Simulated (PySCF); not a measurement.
A structure optimised at r2SCAN-D4/def2-SVP, used in a PySCF frequency run:

```
In
H 1 1.7118
I 1 2.6733 2 122.59
I 1 2.6733 2 122.59 3 180.00
```

Write its SMILES, formula and point group.

[I][InH][I], HI2In, C2v

What are its rotational constants (standard atomic weights)?

2.9514, 0.39247, 0.34641 GHz
